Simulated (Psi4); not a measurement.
C$_{4}$H$_{12}$Si, charge +1, doublet, geometry from GFN2-xTB (a state made from the parent by changing its charge; the spin is typed, not shown lowest); MP2/STO-3G (Psi4).

Psi4 was given this input:
```
memory 2 GB

molecule mol {
1 2
C    -0.677119   -1.081810   -1.450413
Si    0.000000    0.000000    0.000000
C     0.219856    1.713502   -0.864912
C    -1.241075   -0.430883    1.416535
C     1.698338   -0.200809    0.898790
H    -1.661246   -0.757846   -1.776100
H    -0.743809   -2.114934   -1.122758
H     0.005245   -1.015457   -2.292511
H     0.498100    2.454373   -0.121379
H    -0.719854    2.002664   -1.325871
H     0.988144    1.687713   -1.632115
H    -2.253937   -0.249097    1.069814
H    -1.162382   -1.468875    1.726231
H    -1.035984    0.202613    2.274306
H     1.750593   -1.189820    1.344075
H     2.499647   -0.090343    0.174323
H     1.835484    0.539008    1.681983
}

set {
  basis sto-3g
  reference uhf
}

energy('mp2')
print_variables()
```

Output, abridged:

```
    SCF Algorithm Type (re)set to DF.

   => Loading Basis Set <=

    Name: STO-3G
    Role: ORBITAL
    Keyword: BASIS

         ---------------------------------------------------------
                                   SCF
               by Justin Turney, Rob Parrish, Andy Simmonett
                          and Daniel G. A. Smith
                              UHF Reference
         ---------------------------------------------------------

  ==> Geometry <==

    Molecular point group: c1
    Full point group: C1

    Geometry (in Angstrom), charge = 1, multiplicity = 2:

       Center              X                  Y                   Z               Mass
    ------------   -----------------  -----------------  -----------------  -----------------
         C           -0.677119011443    -1.081809988557    -1.450412977113    12.000000000000
         SI          -0.000000011443     0.000000011443     0.000000022887    27.976926534650
         C            0.219855988557     1.713502011443    -0.864911977113    12.000000000000
         C           -1.241075011443    -0.430882988557     1.416535022887    12.000000000000
         C            1.698337988557    -0.200808988557     0.898790022887    12.000000000000
         H           -1.661246011443    -0.757845988557    -1.776099977113     1.007825032230
         H           -0.743809011443    -2.114933988557    -1.122757977113     1.007825032230
         H            0.005244988557    -1.015456988557    -2.292510977113     1.007825032230
         H            0.498099988557     2.454373011443    -0.121378977113     1.007825032230
         H           -0.719854011443     2.002664011443    -1.325870977113     1.007825032230
         H            0.988143988557     1.687713011443    -1.632114977113     1.007825032230
         H           -2.253937011443    -0.249096988557     1.069814022887     1.007825032230
         H           -1.162382011443    -1.468874988557     1.726231022887     1.007825032230
         H           -1.035984011443     0.202613011443     2.274306022887     1.007825032230
         H            1.750592988557    -1.189819988557     1.344075022887     1.007825032230
         H            2.499646988557    -0.090342988557     0.174323022887     1.007825032230
         H            1.835483988557     0.539008011443     1.681983022887     1.007825032230

  Running in c1 symmetry.

  Rotational constants: A =      0.10882  B =      0.10882  C =      0.08338 [cm^-1]
[...]
  @DF-UHF Final Energy:  -441.97865613989205
    Total Energy =                       -441.9786561398920526
[...]
 Magnitude           :                                                    0.0000046

 ------------------------------------------------------------------------------------

  //>>>>>>>>>>>>>>>>>>>>>>>>>>>>>>>>>>>//
  //               DFMP2               //
  //<<<<<<<<<<<<<<<<<<<<<<<<<<<<<<<<<<<//

   => Loading Basis Set <=

    Name: (STO-3G AUX)
    Role: RIFIT
    Keyword: DF_BASIS_MP2

	 --------------------------------------------------------
	                          DF-MP2
	      2nd-Order Density-Fitted Moller-Plesset Theory

	        Rob Parrish, Justin Turney, Andy Simmonett,
	           Ed Hohenstein, and C. David Sherrill
	 --------------------------------------------------------

	 --------------------------------------------------------
	                 NBF =    41, NAUX =   422
	 --------------------------------------------------------
	   CLASS    FOCC     OCC    AOCC    AVIR     VIR    FVIR
	   ALPHA       0      25      25      16      16       0
	    BETA       0      24      24      17      17       0
	 --------------------------------------------------------

	-----------------------------------------------------------
	 ==================> DF-MP2 Energies <====================
	-----------------------------------------------------------
	 Reference Energy          =    -441.9786561398920526 [Eh]
	 Singles Energy            =      -0.0000000000000000 [Eh]
	 Same-Spin Energy          =      -0.0313538896954075 [Eh]
	 Opposite-Spin Energy      =      -0.2308009080269789 [Eh]
	 Correlation Energy        =      -0.2621547977223864 [Eh]
	 Total Energy              =    -442.2408109376144125 [Eh]
	-----------------------------------------------------------
	 ================> DF-SCS-MP2 Energies <==================
	-----------------------------------------------------------
	 SCS Same-Spin Scale       =       0.3333333333333333 [-]
	 SCS Opposite-Spin Scale   =       1.2000000000000000 [-]
	 SCS Same-Spin Energy      =      -0.0104512965651358 [Eh]
	 SCS Opposite-Spin Energy  =      -0.2769610896323747 [Eh]
	 SCS Correlation Energy    =      -0.2874123861975105 [Eh]
	 SCS Total Energy          =    -442.2660685260895548 [Eh]
	-----------------------------------------------------------

  Variable Map:
  ----------------------------------------------------------------------------
[...]
  Array Variable Map:
  ----------------------------------------------------------------------------
[...]
[...]
```
